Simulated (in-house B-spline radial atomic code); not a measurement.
# Binding energies in Se+

NIST's tabulated ground configuration is [Ar] 3d10 4s2 4p3; each binding energy is the energy of the ion with one electron taken from that subshell, relaxed, less that of the parent. All numbers are computed (Dirac-Kohn-Sham LDA VWN5, spherical fractional occupations; Fermi nucleus of rms radius 4.14 fm) with a B-spline radial code for spherical atoms, not measured. Energies include first-order Breit, QED and recoil terms.

| subshell | X-ray name | binding energy (eV) | -ε (eV) | relaxation (eV) |
| --- | --- | --- | --- | --- |
| 1s | K | 12677.3 | 12490.0 | -211.1 |
| 2s | L1 | 1646.3 | 1614.5 | -34.1 |
| 2p1/2 | L2 | 1490.7 | 1451.0 | -41.9 |
| 2p3/2 | L3 | 1448.6 | 1409.3 | -40.8 |
| 3s | M1 | 235.6 | 223.1 | -12.8 |
| 3p1/2 | M2 | 179.6 | 167.2 | -12.7 |
| 3p3/2 | M3 | 173.7 | 161.3 | -12.5 |
| 3d3/2 | M4 | 76.56 | 64.41 | -12.15 |
| 3d5/2 | M5 | 75.66 | 63.51 | -12.10 |
| 4s | N1 | 32.81 | 27.08 | -5.76 |
| 4p | N2,3 | 20.56 | 15.59 | -4.97 |

Relaxation = -ε minus the binding energy without Breit, QED and recoil terms. With a density functional, K lines can miss by some tenths of a per cent, more in light atoms. For a density functional the relaxation so defined is negative, because -ε of a Kohn-Sham level is smaller than the binding energy.

Emission lines follow as differences of binding energies, with λ = 12398.42 eV·Å / E:

```
 line          holes  energy (eV)  wavelength (Å)
 K-L3     1s → 2p3/2      11228.7          1.1042
 K-L2     1s → 2p1/2      11186.6          1.1083
 K-M3     1s → 3p3/2      12503.6         0.99159
L3-M5  2p3/2 → 3d5/2       1372.9          9.0306
L2-M4  2p1/2 → 3d3/2       1414.1          8.7675
L1-M3     2s → 3p3/2       1472.6          8.4194
L3-M1     2p3/2 → 3s       1213.0          10.221
```

Task: What screening constant σ does Moseley's law, E = (3/4)·13.6057 eV·(Z - σ)², need for K-L3?

Result: σ = 0.83.

Task: What does it cost to remove both a 1s and a 3d5/2 electron?

Result: 12782 eV, which is 29.46 eV more than the two single binding energies together.

Task: What does it cost to remove both a 2p3/2 and a 3d3/2 electron?

Result: 1556.1 eV, which is 30.97 eV more than the two single binding energies together.

Task: What does it cost to remove both a 3d3/2 and a 4s electron?

Result: 124 eV, which is 14.63 eV more than the two single binding energies together.
